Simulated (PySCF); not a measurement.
## `[SiH3]O[SiH](O[SiH3])O[SiH3]`: 4 charge schemes on one density

Species: H10O3Si4.
Structure used (GFN2-xTB), in Å, numbered top down from 1:
```xyz
17
H10O3Si4 angstrom
Si     0.1721    2.4864   -0.2810
O      0.1870    1.4816    0.9910
Si     0.1914   -0.0597    1.4641
O     -1.2153   -0.7500    1.0840
Si    -2.2771   -1.0398   -0.1060
O      1.3967   -0.8507    0.7419
Si     1.9660   -1.4015   -0.6727
H     -0.1846    3.7628    0.3328
H     -0.8188    2.0399   -1.2640
H      1.5106    2.5030   -0.8739
H      0.3752   -0.1164    2.8908
H     -3.1062   -2.0964    0.4676
H     -3.0307    0.1884   -0.3649
H     -1.5733   -1.4709   -1.3171
H      1.8194   -0.3772   -1.7106
H      3.3646   -1.6814   -0.3591
H      1.2158   -2.6060   -1.0328
```

Density: PBE0/pcSseg-1 (PySCF); schemes: Mulliken, IAO, Hirshfeld and ESP-fitted. Geometry: GFN2-xTB, one conformer, isolated molecule.

What partial charge does each atom carry?

In e:

```csv
atom,environment,Mulliken,IAO,Hirshfeld,ESP-fitted
Si1,oxygen-bound silicon,+0.691,+0.880,+0.393,+0.605
O2,siloxane oxygen,-0.731,-0.886,-0.305,-0.464
Si3,oxygen-bound silicon,+1.297,+1.479,+0.517,+0.781
O4,siloxane oxygen,-0.731,-0.886,-0.305,-0.455
Si5,oxygen-bound silicon,+0.691,+0.880,+0.393,+0.592
O6,siloxane oxygen,-0.731,-0.886,-0.305,-0.456
Si7,oxygen-bound silicon,+0.690,+0.880,+0.393,+0.591
H8,Si–H hydrogen,-0.111,-0.133,-0.077,-0.120
H9,Si–H hydrogen,-0.119,-0.152,-0.079,-0.129
H10,Si–H hydrogen,-0.110,-0.146,-0.079,-0.115
H11,Si–H hydrogen,-0.153,-0.168,-0.075,-0.118
H12,Si–H hydrogen,-0.111,-0.133,-0.077,-0.118
H13,Si–H hydrogen,-0.110,-0.146,-0.079,-0.113
H14,Si–H hydrogen,-0.120,-0.153,-0.079,-0.125
H15,Si–H hydrogen,-0.120,-0.153,-0.079,-0.125
H16,Si–H hydrogen,-0.111,-0.133,-0.077,-0.117
H17,Si–H hydrogen,-0.110,-0.145,-0.079,-0.113
```

Mean size of the charges over all atoms: IAO 0.485 e, Mulliken 0.396 e, ESP-fitted 0.302 e, Hirshfeld 0.199 e. Each set sums to the total charge, 0, to within 0.001 e. The ESP scheme fits charges at the nuclei, held to the total charge, to the electrostatic potential on points at 1.4 to 2.0 times the van der Waals radii.

Lowest charge. All schemes pick atoms of one kind: Mulliken O2, O4 and O6 (-0.731); IAO O2, O4 and O6 (-0.886); Hirshfeld O2, O4 and O6 (-0.305); ESP-fitted O2 (-0.464).

Highest charge. All schemes agree: Mulliken Si3 (+1.297); IAO Si3 (+1.479); Hirshfeld Si3 (+0.517); ESP-fitted Si3 (+0.781).

Sum the charges by element.

| element | atoms | Mulliken | IAO | Hirshfeld | ESP-fitted |
| --- | --- | --- | --- | --- | --- |
| Si | 4 | +3.368 | +4.120 | +1.695 | +2.568 |
| O | 3 | -2.193 | -2.658 | -0.915 | -1.375 |
| H | 10 | -1.175 | -1.462 | -0.781 | -1.194 |

How many electrons does the Hirshfeld scheme count on Si3?

Z − q = 14 − (+0.517) = 13.483.
